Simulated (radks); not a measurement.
The mean radii <r> (bohr) of the occupied orbitals of an atom or ion are listed with their occupations. Method: Dirac Kohn-Sham, PBE, spin-unpolarised, spherical densities, point nucleus; computed with a radial shooting solver on a logarithmic mesh with Libxc functionals.

orbital  occ.      <r>
1s1/2       2  0.03343
2s1/2       2   0.1453
2p1/2       2   0.1236
2p3/2       4   0.1284
3s1/2       2   0.4023
3p1/2       2   0.3955
3p3/2       4   0.4061
3d3/2       4   0.3818
3d5/2       6   0.3853
4s1/2       2    1.004
4p1/2       2    1.077
4p3/2       4    1.104
4d3/2       4    1.365

Name the element and its charge. Open shells, if any, fill j = l - 1/2 first.

Answer. Z = 44, ruthenium, charge +4: Ru4+ in [Kr] 4d4. The 1s radius gives Z: for a bare nucleus <r> = (2 gamma + 1)/(2Z) with gamma = sqrt(1 - (Z/c)^2), 0.03289 bohr for Z = 44, and screening makes it slightly larger (0.03343 here). The occupations add up to 40, and the charge is Z minus that.
